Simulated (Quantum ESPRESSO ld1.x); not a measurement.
Results of a calculation; reference values are marked as such.
The gallium ion Ga16+, 15 electrons, occupied as [He] 2s2 2p5 3s2 3p3 3d1 (not the ground configuration).

Code: ld1.x of Quantum ESPRESSO 7.5. Model: scalar-relativistic Kohn-Sham, LDA (Slater exchange, Perdew-Zunger correlation), spin-polarised, spherical densities, point nucleus; open shells are filled with parallel spins first.

Energy parts (hartree):
total: -1765.8542
kinetic: 1798.5154
electron-nucleus: -3907.6491
Hartree: 395.7285
exchange-correlation: -52.4490

Orbitals (lengths in bohr, moments of r in powers of bohr; <r^-3> diverges for s and p1/2; r(max) is where P^2 peaks; r(90%) holds 90 % of the orbital's charge):
orbital  occ.  eigenvalue (hartree)   r(max)  r(90%)  <r^-3>      <r>
1s up       1              -400.344  0.03183  0.0869       -  0.04865
1s down     1              -400.008  0.03182  0.0869       -  0.04862
2s up       1              -69.3467   0.1808   0.330       -   0.2141
2s down     1              -68.8706   0.1809   0.330       -   0.2141
2p up       3              -63.8422   0.1443   0.303   929.6   0.1863
2p down     2              -63.3006   0.1446   0.303   927.5   0.1864
3s up       1              -23.4783   0.5116   0.801       -   0.5503
3s down     1              -22.9554   0.5134   0.807       -   0.5542
3p up       3              -21.6948   0.4965   0.800   194.7   0.5396
3p down     0              -21.1617   0.4986   0.809   191.6   0.5441
3d up       1              -19.0379   0.4099   0.755   27.91   0.4911
3d down     0              -18.5166   0.4099   0.763   27.69   0.4946
4s up       0              -11.3556    1.071    1.52       -    1.080
4s down     0              -11.1888    1.083    1.54       -    1.093
4p up       0              -10.6581    1.082    1.55   67.24    1.091
4p down     0              -10.4930    1.097    1.57   65.54    1.106
4d up       0              -9.66359    1.062    1.57   9.859    1.078
4d down     0              -9.50571    1.079    1.59   9.552    1.095
4f up       0              -8.90680   0.8613    1.44   2.489   0.9808
4f down     0              -8.68276   0.8894    1.48   2.291    1.009

The highest occupied level is 3d up at -518.05 eV. The configuration is held as typed, so some empty levels lie below it. The density falls to 0.001 e/bohr^3 at r = 1.42 bohr.
